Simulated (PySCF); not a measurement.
VO2Cl, SMILES [O]=[V]([Cl])=[O], multiplicity 1. Heavy atoms are numbered as in [V:1](=[O:2])(=[O:3])[Cl:4].

The structure is a stationary point at PBE0-D3(BJ)/def2-SVP. The spin state was assumed, not searched.

Method: KT2/pcSseg-2 (PySCF).

GIAO shieldings, no solvent; atoms alike by connectivity are averaged. δ = σ(ref) − σ: ¹⁷O against H2O (σ = 324.0 ppm); ³⁵Cl against HCl (σ = 945.0 ppm), references at their B3LYP-D3(BJ)/def2-TZVP geometries, non-relativistic (without spin–orbit terms, shifts of atoms bonded to Cl or Br come out too high).

| nucleus | atoms | count | δ (ppm) |
|---|---|---|---|
| ¹⁷O | O2 | 2 | 1310.8 |
| ³⁵Cl | Cl4 | 1 | 572.9 |
